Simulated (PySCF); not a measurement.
# Two-component Hartree-Fock for Si(9+) (silicon, charge +9)

Start: [He] 2s2 2p1; 2p1/2 filled at m_j = +1/2. Calculated with PySCF 2.14 in an uncontracted even-tempered set (18 s from 1.2 bohr⁻², ratio 2.4; 10 p from 1.6 bohr⁻², ratio 2.4; 5 d from 6.1 bohr⁻², ratio 2.6; 5 f from 9.1 bohr⁻², ratio 2.6): generalised Hartree-Fock with the X2C-1e Hamiltonian and a Gaussian nucleus; one run each with spin-orbit coupling (SO) switched off, then screened by Boettger's factors.

| spinor shell | electrons | ε, spin-free (eV) | ε, screened SO (eV) | weight of nominal j (screened SO) | rms radius, screened SO (bohr) |
| --- | --- | --- | --- | --- | --- |
| 1s1/2 | 2 | -2229.8 | -2229.7 | 1.000 | 0.127 |
| 2s1/2 | 2 | -424.50 | -424.45 | 1.000 | 0.533 |
| 2p1/2 | 1 | -402.25 | -402.83 | 0.995 | 0.473 |

```csv
quantity,spin-free,screened SO
E (hartree),-239.14268,-239.16474
M_J,1/2,1/2
⟨J²⟩,1.112,0.765
⟨L²⟩,2.002,2.002
⟨S²⟩,0.751,0.751
```

Each row is a mean over spinors that exchange with the open shell spreads, by up to 2.056 eV (2s1/2).

Without spin-orbit coupling the j labels of p, d and f shells carry no meaning; the spin-free column gives the mean over the occupied spinors of each nl shell, and its ⟨J²⟩ belongs to a mixture of degenerate components.
